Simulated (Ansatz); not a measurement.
The same path of CH₅AlINO (10 atoms, charge 0, multiplicity 1) was run twice with different band settings. The coordinate that changes most is the height of N1 over the plane of its neighbours.

Theory: RKS revPBE/def2-SVP (Ansatz 0.2.0).

Relaxed end points:

```xyz
10
Properties=species:S:1:pos:R:3
N -1.400 -0.924 -0.728
Al 0.118 -0.434 0.084
O 1.406 -1.535 0.426
C 0.381 1.412 0.728
I 1.272 2.464 -1.013
H -2.154 -0.279 -0.977
H -1.604 -1.848 -1.114
H 1.458 -2.440 0.085
H -0.522 2.001 0.975
H 1.128 1.531 1.536
```

```xyz
10
Properties=species:S:1:pos:R:3
N -1.575 -0.918 -0.684
Al 0.023 -0.510 -0.002
O 1.180 -1.793 0.060
C 0.366 1.314 0.690
I 1.739 2.215 -0.804
H -1.803 -1.821 -1.107
H -2.381 -0.293 -0.740
H 2.124 -1.641 0.221
H -0.503 2.000 0.719
H 0.914 1.395 1.649
```

Common settings: spring 5.0 eV/Å²; optimiser quadratic models (default); start path through a guess of the saddle point; force threshold 0.03 eV/Å; iteration limit 60; end points relaxed.

| run | movable images | climbing image |
| --- | --- | --- |
| 1 | 7 | yes |
| 2 | 4 | no |

(1) What does each run give, and how far can it be trusted?

Results:

(1) Run 1: converged after 46 iterations, highest image 0.191 eV above the first end. The profile has 2 maxima (images 2, 6) with wells between them (image 4): this band takes more than one step, which may be the mechanism or a detour left from its start path. A vibrational analysis at the climbing image gives one clearly imaginary mode, 236i cm⁻¹: a first-order saddle point.
Run 2: converged after 32 iterations, highest image 0.178 eV above the first end. No image climbed, so the highest image needn't sit at the top of the path.
